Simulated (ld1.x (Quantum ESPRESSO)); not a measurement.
# hydrogen RRKJ: all-electron and pseudo phase curves

ld1.x (Quantum ESPRESSO) 7.5 input, shortened:

```
&input
   title='H', zed=1., rel=2, dft='PBE', iswitch=3,
   config='1s1 2p-2', rel_dist='average'
 /
 &inputp
   pseudotype=2, tm=.false., rho0=0.01, lloc=-2, rcloc=0.60,
   nlcc=.false.
 /
2
1S  1  0   1.00   0.00  0.75  0.75  0.0
2P  2  1  -2.00   0.05  0.75  0.75  0.0
 &test
   configts(1)='1s1'
 /
```

Open shells are filled in proportion to 2j + 1 (rel_dist='average').

The phase is arctan(r·u′/u) with u = r·R(r), unwrapped; energies in Ry, scanned from -2 to 5 Ry. A pole is an energy at which the radial function vanishes at the test radius. The pseudo phase is shifted by a multiple of π to meet the all-electron one at the reference energy, and phase errors are pseudo minus all-electron; the curves can meet again beyond the range given. Levels narrower than the energy grid can be missing from the lists of poles.

Question: For each channel, where are the poles, and over which energies does the pseudopotential scatter like the atom?

Answer:

```csv
channel,radius (bohr),reference energy (Ry),"poles, all-electron","poles, pseudo",unbroken range about the reference energy with phases within 0.05 rad,phase error 1 Ry above the reference energy (rad)
s,0.84,-0.48,none,none,the whole range,+0.001
p1/2,0.84,0.05,none,none,the whole range,+0.000
p3/2,0.84,0.05,none,none,the whole range,+0.000
```

Phases in the s channel:

```json
{"E (Ry)": "-2.00", "all-electron": "0.603", "pseudo": "0.604"}
{"E (Ry)": "-1.52", "all-electron": "0.494", "pseudo": "0.494"}
{"E (Ry)": "-1.04", "all-electron": "0.361", "pseudo": "0.361"}
{"E (Ry)": "-0.56", "all-electron": "0.202", "pseudo": "0.202"}
{"E (Ry)": "-0.08", "all-electron": "0.017", "pseudo": "0.017"}
{"E (Ry)": "0.40", "all-electron": "-0.186", "pseudo": "-0.186"}
{"E (Ry)": "0.88", "all-electron": "-0.392", "pseudo": "-0.391"}
{"E (Ry)": "1.36", "all-electron": "-0.585", "pseudo": "-0.583"}
{"E (Ry)": "1.84", "all-electron": "-0.755", "pseudo": "-0.752"}
{"E (Ry)": "2.32", "all-electron": "-0.899", "pseudo": "-0.894"}
{"E (Ry)": "2.80", "all-electron": "-1.017", "pseudo": "-1.012"}
{"E (Ry)": "3.28", "all-electron": "-1.114", "pseudo": "-1.108"}
{"E (Ry)": "3.76", "all-electron": "-1.194", "pseudo": "-1.188"}
{"E (Ry)": "4.24", "all-electron": "-1.261", "pseudo": "-1.254"}
{"E (Ry)": "4.72", "all-electron": "-1.317", "pseudo": "-1.309"}
```
